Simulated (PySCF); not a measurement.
C3H5NOSi, SMILES O[Si@@H]1C=CC=N1. Coordinates come from a PBE0-D3(BJ)/def2-SVP optimisation. The structure was generated by enumeration; whether it is a known compound was not checked. One conformer was computed; it need not be the lowest.

Computed equilibrium geometry at PBE0-D3(BJ)/def2-SVP (PySCF confirms it by a frequency run) as Cartesian coordinates in Å (one conformer of several):
```xyz
11

O      2.1344     0.0636     0.3950
Si     0.7048     0.1974    -0.4304
C     -0.6481     1.2559     0.3458
C     -1.7004     0.4255     0.4631
C     -1.4212    -0.9790     0.0090
N     -0.2680    -1.2953    -0.4373
H      2.0932    -0.3158     1.2778
H      1.0727     0.6124    -1.8060
H     -0.6931     2.3101     0.6269
H     -2.6888     0.7011     0.8480
H     -2.2321    -1.7274     0.0726
```
Charge 0, spin multiplicity 1.
